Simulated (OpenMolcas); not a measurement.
## Exact exchange and the electronic atomisation energy of GaNH3

GaNH3 has 5 atoms, charge 0, and is taken as a doublet. SMILES: `[NH2][GaH]`. Geometry: relaxed at PBE0-D4/def2-TZVP. This is one conformer, not always the lowest.

The electronic atomisation energy y, in eV, basis def2-TZVP; a is the functional's share of exact exchange. Programs: OpenMolcas 26.06.

| functional | program | a | y (eV) |
| --- | --- | --- | --- |
| U-r2SCAN | OpenMolcas | 0 | 13.39 |
| UTPSS | OpenMolcas | 0 | 13.58 |
| UB3LYP | OpenMolcas | 0.2 | ? |
| UPBE0 | OpenMolcas | 0.25 | 13.21 |
| UBHLYP | OpenMolcas | 0.5 | 12.84 |

Task: Fit y = c + s·a to the known rows and predict UB3LYP.

Result: 
1. Means of the 4 rows: a = 0.1875, y = 13.255.
2. Σ(Δa)² = 0.17188, Σ(Δa·Δy) = -0.21875, so the slope is -0.21875/0.17188 = -1.2727.
3. Intercept: 13.255 − (-1.2727) × 0.1875 = 13.494. The largest residual of the fit is 0.10.
4. UB3LYP: 13.494 + (-1.2727) × 0.2 = 13.24 eV.

The run gave 13.27 eV, so the prediction is off by -0.03 eV, within the largest residual. The rows mix families of semi-local functionals, which the line can't see.
